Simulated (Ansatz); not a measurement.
A nudged elastic band was laid between two geometries of a periodic cell of 19 atoms, C₁₈Se (surface graphene monolayer, adsorbate Se).

Level of theory: DFT PBEsol, scalar-relativistic, plane waves, PAW (Ansatz 0.2.0). Settings: cutoff 420 eV, k mesh 2x2x1, gaussian smearing 0.05 eV, no spin polarisation.

```json
{"movable images": "3", "climbing image": "yes", "spring": "5.0 eV/Å²", "optimiser": "quadratic models (default)", "start path": "straight line", "force threshold": "0.05 eV/Å", "iteration limit": "80", "end points": "relaxed"}
```

Image 0:

```xyz
19
Lattice="7.3980 0.0000 0.0000 -3.6990 6.4069 0.0000 0.0000 0.0000 11.0000" Properties=species:S:1:pos:R:3
C 0.031 0.022 0.943
C 1.265 0.741 0.940
C -1.181 2.154 1.231
C 0.051 2.897 0.999
C -2.427 4.327 0.999
C -1.213 5.015 0.922
C 2.489 0.035 0.898
C 3.723 0.751 0.923
C 1.271 2.170 0.943
C 2.492 2.873 0.943
C 0.039 4.292 0.922
C 1.274 5.008 0.898
C 4.976 0.028 0.923
C 6.189 0.715 0.999
C 3.712 2.146 0.999
C 4.943 2.889 1.231
C 2.497 4.301 0.940
C 3.732 5.020 0.943
Se -1.817 2.521 3.197
```

Image 4:

```xyz
19
Lattice="7.3980 0.0000 0.0000 -3.6990 6.4069 0.0000 0.0000 0.0000 11.0000" Properties=species:S:1:pos:R:3
C 0.039 0.056 0.999
C 1.253 0.744 0.922
C -1.202 2.158 0.943
C 0.032 2.877 0.940
C -2.414 4.289 1.231
C -1.182 5.033 0.999
C 2.505 0.021 0.922
C 3.740 0.736 0.898
C 1.256 2.171 0.898
C 2.490 2.887 0.923
C 0.038 4.305 0.943
C 1.259 5.009 0.943
C 4.963 0.030 0.940
C 6.198 0.749 0.943
C 3.743 2.164 0.923
C 4.956 2.851 0.999
C 2.479 4.281 0.999
C 3.710 5.025 1.231
Se -3.050 4.657 3.197
```

Task: What changes between the two ends?

Result: Contacts lost: C3–Se19, C16–Se19. Contacts made: C5–Se19, C18–Se19. The atom that moves furthest is Se19, by 2.47 Å.

Task: Give the energies along the band, and the barrier.

Result: The run converged. The highest image is number 3 of 0 to 4, 0.233 eV above the ends, which have the same energy within 2 meV. The profile has 2 maxima (images 1, 3) with wells between them (image 2): this band takes more than one step, which may be the mechanism or a detour left from its start path. By the program's own check the climbing image is of a kind that is not told: the force calls were inconclusive, a negative curvature could not be distinguished from the path's own, the only one lies far off the path, or fixed occupations may fill a level only in part (lowest curvatures found: -1.20 and 0.89 eV/Å²). Limits of this set-up: coarse k mesh, slab without dipole correction.

```json
{"image": "0", "path coordinate (Å)": "0.00", "energy (eV)": "0.000", "C3–Se19 (Å)": "2.10", "C16–Se19 (Å)": "2.10", "C5–Se19 (Å)": "2.91"}
{"image": "1", "path coordinate (Å)": "0.69", "energy (eV)": "0.232", "C3–Se19 (Å)": "2.62", "C16–Se19 (Å)": "2.09", "C5–Se19 (Å)": "2.63"}
{"image": "2", "path coordinate (Å)": "1.38", "energy (eV)": "0.000", "C3–Se19 (Å)": "2.91", "C16–Se19 (Å)": "2.10", "C5–Se19 (Å)": "2.10"}
{"image": "3", "path coordinate (Å)": "2.08", "energy (eV)": "0.233", "C3–Se19 (Å)": "3.37", "C16–Se19 (Å)": "2.62", "C5–Se19 (Å)": "2.09"}
{"image": "4", "path coordinate (Å)": "2.78", "energy (eV)": "0.000", "C3–Se19 (Å)": "3.84", "C16–Se19 (Å)": "2.91", "C5–Se19 (Å)": "2.10"}
```

Task: What is the geometry of the highest image?

Result: 
```xyz
19
Lattice="7.3980 0.0000 0.0000 -3.6990 6.4069 0.0000 0.0000 0.0000 11.0000" Properties=species:S:1:pos:R:3
C 0.019 0.027 0.962
C 1.249 0.733 0.930
C -1.211 2.150 0.971
C 0.018 2.871 0.943
C -2.444 4.298 1.178
C -1.193 5.024 1.011
C 2.490 0.023 0.936
C 3.722 0.735 0.933
C 1.250 2.158 0.915
C 2.483 2.873 0.929
C 0.027 4.295 0.956
C 1.250 5.008 0.948
C 4.950 0.023 0.959
C 6.181 0.738 0.955
C 3.717 2.152 0.949
C 4.947 2.848 1.049
C 2.479 4.290 0.962
C 3.699 5.018 1.040
Se -2.513 4.242 3.264
```

The band took 6 iterations and of the order of 6 core-minutes.

The run took 5.8 min on 1 thread of Arm Neoverse V2, on a shared host, peak memory 0.93 GiB.
